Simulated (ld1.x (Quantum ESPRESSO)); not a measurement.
oxygen: one change to a TM potential, before and after

O, norm-conserving Troullier–Martins (Kleinman–Bylander form), made with ld1.x (Quantum ESPRESSO) 7.5 (PBE, scalar-relativistic). Core [He], reference 2s2 2p2.5 (charge +1.5). Waves: 2s (bound): rc 0.65 bohr; 3d channel at 0.45 Ry: rc 1.75 bohr; 2p (bound): rc 2.00 bohr. Local part: the p channel. Core correction: none.

All-electron outer shells of the reference configuration (PBE, scalar-relativistic, ld1.x):

```
shell  level (eV)  outermost node (bohr)  outermost maximum (bohr)
   2s      -48.67                   0.28                      0.85
   2p      -33.46                      –                      0.77
```

Change: core correction a·sin(br)/r model core inside 0.44 bohr.

Cutoffs: the cutoffs (Ry, on a coarse ladder) from which the occupation-weighted sum of valence levels, in a spherical-Bessel basis at the reference potential, stays within 10 and 1 mRy of its value at 400 Ry; they do not see the model core or the augmentation charge, which bear on the density cutoff. Errors are all-electron minus pseudo energies relative to the spin-unpolarised reference configuration.

Problem. Predict the effect on cutoff, ghosts and configuration errors.

Solution. The potential gets neither clearly harder nor softer (160 Ry and 300 Ry → 160 Ry and 300 Ry); the errors of the 7 common tests hardly move; neither file shows a bound ghost. A model core, the more so a compact one, raises the density cutoff, which this test does not measure.

```csv
quantity,base,changed
"cutoff, loose",160 Ry,160 Ry
"cutoff, tight",300 Ry,300 Ry
bound ghosts,none,none
"error for 2s2 2p4, meV [ΔE -30.87 eV]",+48,+49
"error for 2s2 2p3, meV [ΔE -14.44 eV]",+28,+28
"error for 2s2 2p2, meV [ΔE 19.14 eV]",+59,+60
"error for 2s2 2p1, meV [ΔE 73.01 eV]",+916,+922
"error for 2s2 2p4.3, meV [ΔE -33.00 eV]",+15,+16
"error for 2s1 2p4, meV [ΔE 0.79 eV]",+209,+198
"error for 2s0 2p6, meV [ΔE -0.94 eV]",+687,+665
s: phases at 2.20 bohr within 0.05 rad from the reference energy up to (Ry; the scan ends near 5),-1.1,-1.1
p: phases at 2.20 bohr within 0.05 rad from the reference energy up to (Ry; the scan ends near 5),-0.8,-0.8
d: phases at 2.20 bohr within 0.05 rad from the reference energy up to (Ry; the scan ends near 5),2.5,2.5
```
